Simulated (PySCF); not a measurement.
## How the method changes the constants of CsH⁺

State: ²Σ⁺ (doublet), unpaired electrons σ ↑. Set-up: PySCF, scalar-relativistic core potentials, basis sets Cs def2-SVPD with ECP46, H def2-SVPD. De refers to Cs⁺ + H in their ground configurations, without counterpoise correction. The functionals are run spin-unrestricted. A positive dipole points towards H; it is taken about the centre of mass and depends on that origin.

```json
{"Level": "UHF", "Re (Å)": "3.850", "ωe (cm⁻¹)": "113", "De (eV)": "0.017", "μ (D)": "0.09"}
{"Level": "UHF-MP2", "Re (Å)": "3.564", "ωe (cm⁻¹)": "174", "De (eV)": "0.031", "μ (D)": "n/a"}
{"Level": "UHF-SCS-MP2", "Re (Å)": "3.586", "ωe (cm⁻¹)": "168", "De (eV)": "0.030", "μ (D)": "n/a"}
{"Level": "UHF-CCSD", "Re (Å)": "3.528", "ωe (cm⁻¹)": "183", "De (eV)": "0.034", "μ (D)": "n/a"}
{"Level": "UHF-CCSD(T)", "Re (Å)": "3.524", "ωe (cm⁻¹)": "184", "De (eV)": "0.035", "μ (D)": "n/a"}
{"Level": "PBE", "Re (Å)": "3.598", "ωe (cm⁻¹)": "160", "De (eV)": "0.045", "μ (D)": "0.21"}
{"Level": "revPBE", "Re (Å)": "3.821", "ωe (cm⁻¹)": "124", "De (eV)": "0.035", "μ (D)": "0.16"}
{"Level": "PW91", "Re (Å)": "3.581", "ωe (cm⁻¹)": "161", "De (eV)": "0.048", "μ (D)": "0.21"}
{"Level": "r²SCAN", "Re (Å)": "3.468", "ωe (cm⁻¹)": "175", "De (eV)": "0.041", "μ (D)": "0.19"}
{"Level": "PBE0", "Re (Å)": "3.612", "ωe (cm⁻¹)": "151", "De (eV)": "0.035", "μ (D)": "0.18"}
{"Level": "B2PLYP", "Re (Å)": "3.550", "ωe (cm⁻¹)": "164", "De (eV)": "0.032", "μ (D)": "0.16"}
```

The bond length runs from 3.468 Å (r²SCAN) to 3.850 Å (UHF). De spans 0.02 eV (UHF, mean field) to 0.05 eV (PW91, GGA). Correlation at CCSD(T) changes the Hartree–Fock bond energy by +0.01 eV; the triples alone change it by +0.00 eV.

Correlated steps freeze no core orbitals. The bond is weak. Basis-set superposition, not corrected here, can be much of De in a small basis, most of all at correlated wavefunction levels. Spin–orbit coupling is left out. For an ion De counts to the pair picked by the measured ionisation energies or electron affinities, which need not be the lowest pair at this level. B2PLYP dipoles, levels and charges come from its SCF part alone. The state was picked by a PBE0 search and need not be the measured ground state.
